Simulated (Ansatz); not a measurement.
`[CH3][Al]([F])[O][GeH3]` at its PBE0-D4/def2-TZVP geometry, where that method's forces vanish. Charge 0, multiplicity 1.

```xyz
11

C     0.6864   -2.2132    0.8128
Al    0.6753   -0.3051    0.5139
F     1.8623    0.6261    1.1917
O    -0.4929    0.4640   -0.4102
Ge   -1.0813    1.9990   -1.0532
H    -0.1530   -2.7048    0.3181
H     1.6131   -2.6588    0.4404
H     0.6360   -2.4391    1.8816
H    -1.5447    2.8799    0.1201
H    -2.2574    1.6679   -1.9847
H     0.0562    2.6840   -1.8305
```

Problem. What forces (eV/Å) does r2SCAN-D4/def2-TZVPP give on these atoms in Ansatz? (Best estimate.)

Solution. Ansatz gave: 
```
C1  -0.015  0.051 -0.018
Al2  0.027 -0.037  0.025
F3   0.027  0.017  0.016
O4  -0.045 -0.023 -0.027
Ge5 -0.031  0.093 -0.035
H6   0.026 -0.014  0.020
H7  -0.023 -0.011  0.018
H8   0.006 -0.018 -0.025
H9   0.019 -0.039 -0.046
H10  0.052  0.011  0.041
H11 -0.045 -0.030  0.031
```
